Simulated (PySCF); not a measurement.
diisopropyl selenide (C6H14Se), SMILES C([Se]C(C)C)(C)C. The structure is a stationary point at B3LYP-D3(BJ)/def2-SVP. The values are those of a single conformer.

**Question.** Give the equilibrium geometry at B3LYP-D3(BJ)/def2-SVP (PySCF confirms it by a frequency run) as bond lengths and angles. (Estimate from the structure and the level; the computed values follow.)

**Answer.** This is not unique; one that fits is 
Atoms: C1 C2 C3 Se4 C5 C6 C7 H8 H9 H10 H11 H12 H13 H14 H15 H16 H17 H18 H19 H20 H21. Bond lengths (Å): C1–C2 1.524, C1–H8 1.101, C1–H9 1.105, C1–H10 1.100, C2–C3 1.526, C2–Se4 1.992, C2–H11 1.102, C3–H12 1.100, C3–H13 1.103, C3–H14 1.102, Se4–C5 1.996, C5–C6 1.526, C5–C7 1.527, C5–H15 1.102, C6–H16 1.099, C6–H17 1.102, C6–H18 1.105, C7–H19 1.099, C7–H20 1.103, C7–H21 1.104. Angles (°): C2–C1–H8 110.9, C2–C1–H9 110.1, C2–C1–H10 112.1, H8–C1–H9 108.2, H8–C1–H10 108.0, H9–C1–H10 107.4, C1–C2–C3 112.3, C1–C2–Se4 112.7, C1–C2–H11 109.8, C3–C2–Se4 107.4, C3–C2–H11 109.2, Se4–C2–H11 105.2, C2–C3–H12 111.7, C2–C3–H13 110.1, C2–C3–H14 111.0, H12–C3–H13 108.1, H12–C3–H14 108.1, H13–C3–H14 107.6, C2–Se4–C5 99.0, Se4–C5–C6 111.6, Se4–C5–C7 109.3, Se4–C5–H15 104.3, C6–C5–C7 112.2, C6–C5–H15 109.9, C7–C5–H15 109.2, C5–C6–H16 111.9, C5–C6–H17 110.8, C5–C6–H18 110.4, H16–C6–H17 107.6, H16–C6–H18 108.2, H17–C6–H18 107.8, C5–C7–H19 111.6, C5–C7–H20 111.1, C5–C7–H21 110.3, H19–C7–H20 107.9, H19–C7–H21 108.5, H20–C7–H21 107.4.
Charge 0, spin multiplicity 1.
